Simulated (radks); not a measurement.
The indium ion In2+, 47 electrons, occupied as [Kr] 4d8.5 5s2 5p0.5 (fractional occupations, a model configuration). Calculated with a radial shooting solver on a logarithmic mesh with Libxc functionals: scalar-relativistic Kohn-Sham, PBE, spin-unpolarised, spherical densities, point nucleus.

Normalised radial functions P(r) = r R(r), r in bohr:

```
   r/bohr * 4s, o 4d, + 5p (the largest magnitude, 1.22, reaches the edge; | marks zero, & curves that meet)
 0.004938                             &   *
 0.006587                             &    *
 0.008785                             &     *
  0.01172                             &     *
  0.01563                             o+    *
  0.02084                             o+   *
   0.0278                             o +*
  0.03678                             *o+
  0.04906                         *   | o+
  0.06543                    *        |  &
  0.08727                   *         |  + o
   0.1164                      *      |+      o
   0.1552                           + | *        o
   0.2071                         +   |           &
   0.2762                         +   |         o     *
   0.3654                           + |  o   *
   0.4874                  *   o      |  +
     0.65   *       o                 |      +
    0.867  *   o                      |     +
    1.156        o   *               +|
    1.542               o   +  *      |
    2.057              +       o    * |
    2.744               +          o  *
     3.63                   +        o*
    4.842                         +   &
    6.458                            +&
    8.613                             &
```

4s: eigenvalue -147.10 eV, 3 radial nodes at r = 0.0372, 0.149, 0.414 bohr, <r> = 0.842 bohr, 90 % of the charge inside 1.22 bohr. 4d: eigenvalue -44.290 eV, 1 radial node at r = 0.401 bohr, <r> = 1.12 bohr, 90 % of the charge inside 1.73 bohr. 5p: eigenvalue -18.511 eV, 3 radial nodes at r = 0.132, 0.405, 1.11 bohr, <r> = 2.66 bohr, 90 % of the charge inside 3.89 bohr.
